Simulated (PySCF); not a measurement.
C6H12BN.
SMILES: `CC#[N+][BH2-]C1CCC1`

All values: PBE0/def2-SVPD (PySCF, non-relativistic), on one gas-phase PBE0-D3(BJ)/def2-SVP geometry that isn't relaxed in the solvent. The solvent is an IEF-PCM continuum (cavity from Bondi-type radii × 1.2), and excitations are vertical TDDFT with non-equilibrium linear response and a frozen core. Specific hydrogen bonds and non-electrostatic terms are outside this model.

Gas-phase singlets (H = HOMO, L = LUMO):

```tsv
state	E (eV)	λ (nm)	f	leading configurations
S1	5.124	242	0.005	H→L+1 79%, H→L 16%
S2	5.279	235	0.045	H→L 60%, H→L+1 15%
S3	5.428	228	0.018	H-1→L 74%, H-1→L+1 16%
S4	5.854	212	0.004	H→L+2 96%
S5	5.966	208	0.277	H-1→L+1 64%, H→L 16%
```

Give the list for acetonitrile (ε = 35.69), n² = 1.81.

```json
{"state": "S1", "E (eV)": "5.838", "λ (nm)": "212", "f": "0.006", "leading configurations": "H→L+1 87%, H→L 9%", "change by rank (eV)": "+0.714"}
{"state": "S2", "E (eV)": "5.992", "λ (nm)": "207", "f": "0.087", "leading configurations": "H→L 74%, H-1→L+1 12%", "change by rank (eV)": "+0.713"}
{"state": "S3", "E (eV)": "6.189", "λ (nm)": "200", "f": "0.021", "leading configurations": "H-1→L 83%, H-1→L+1 9%", "change by rank (eV)": "+0.761"}
{"state": "S4", "E (eV)": "6.614", "λ (nm)": "187", "f": "0.312", "leading configurations": "H-1→L+1 71%, H→L 12%", "change by rank (eV)": "+0.760"}
{"state": "S5", "E (eV)": "6.759", "λ (nm)": "183", "f": "0.044", "leading configurations": "H→L+2 91%", "change by rank (eV)": "+0.793"}
```

How do the frontier levels move from gas to acetonitrile?

```tsv
orbital	gas (eV)	solvent (eV)	change (eV)
LUMO+2	-0.18	0.52	+0.70
LUMO+1	-0.50	-0.09	+0.41
LUMO	-0.53	-0.11	+0.42
HOMO	-6.83	-7.16	-0.33
HOMO-1	-7.23	-7.64	-0.41
HOMO-2	-7.81	-8.17	-0.36
HOMO-3	-8.08	-8.43	-0.35
```

The HOMO–LUMO gap goes from 6.30 to 7.05 eV. Rows go by rank; for LUMO+1 and LUMO+2 the atom shares or the degeneracy differ between the runs, so the row needn't follow one orbital.

On one thread of an Intel Xeon at 2.50 GHz, shared host with 64 logical CPUs at a one-minute load of 56, this took 2.2 min and 1.2 GiB of memory at its peak. This is the whole response run at PBE0/def2-SVPD in acetonitrile, SCF included.

The values belong to the conformer `[CH3:1][C:2]#[N+:3][BH2-:4][CH:5]1[CH2:6][CH2:7][CH2:8]1`: N3–B4–C5–C6 67°.
